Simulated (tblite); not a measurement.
C₃H₇OSi (doublet state).
SMILES with atom numbers: `[SiH3:1][O:2][C:3]1[CH2:4][CH2:5]1` (hydrogens: H6, H7, H8 on Si1; H9, H10 on C4; H11, H12 on C5)

Structure optimised with GFN2-xTB, isolated species. This method treats the open shell by occupation alone, without spin polarisation.

(1) List the bond lengths, angles and torsions at this level.

## Answers

(1) 
| bond | length (bohr) | order |
| --- | --- | --- |
| Si1–O2 | 3.081 | single |
| O2–C3 | 2.513 | single |
| C3–C4, C3–C5 | 2.778 | single |
| C4–C5 | 2.892 | single |
| Si1–H6, Si1–H8 | 2.768 | single |
| Si1–H7 | 2.746 | single |
| C4–H9 and 3 like bonds | 2.046 | single |

Bonds in one row agree within 0.02 bohr and their mean is given. Orders are formal, as drawn. A selection of angles:
| angle | degrees |
| --- | --- |
| O2–Si1–H6 | 109.7 |
| O2–Si1–H7 | 99.1 |
| O2–Si1–H8 | 111.1 |
| H6–Si1–H7 | 113.5 |
| H6–Si1–H8 | 108.6 |
| Si1–O2–C3 | 136.0 |
| O2–C3–C4 | 129.6 |
| O2–C3–C5 | 128.3 |
| C4–C3–C5 | 62.7 |
| C3–C4–C5 | 58.7 |
| C3–C4–H9 | 119.0 |
| C5–C4–H9 | 119.0 |
| C5–C4–H10 | 116.9 |
| H9–C4–H10 | 113.5 |

Dihedral angles: Si1–O2–C3–C4 -20° (synperiplanar); O2–C3–C4–C5 -119° (anticlinal); O2–C3–C5–C4 120° (anticlinal). The mirror-image conformer, all signs reversed, is as good.

C3 (carbon bonded to 2 C and O) is pyramidal (angles 129.6°, 128.3° and 62.7°, sum 320.6°, 0.47 Å off the plane of its three neighbours). The 3-membered ring C3–C4–C5 has internal angles of 58.5° to 62.7°. Si1 (silicon bonded to O and 3 H) is distorted tetrahedral (angles from 99.1° to 114.4°). Of the pairs four or more bonds apart, Si1···H9 is among the closest relative to their van der Waals radii: 3.28 Å, 100 % of the sum of Bondi's values. The 3 C–C bonds span 1.468 Å (C3–C4, drawn single) to 1.530 Å (C4–C5, drawn single), a spread of 0.062 Å.

Point group: C1 (no symmetry element, even within 0.4 Å). Its GFN2-xTB frequencies are all real (lowest 45 cm⁻¹). 2 starts were optimised and ended at 0.00 and 2.74 kcal/mol (GFN2-xTB); the lowest of these is shown.

All values are computed, not measured.
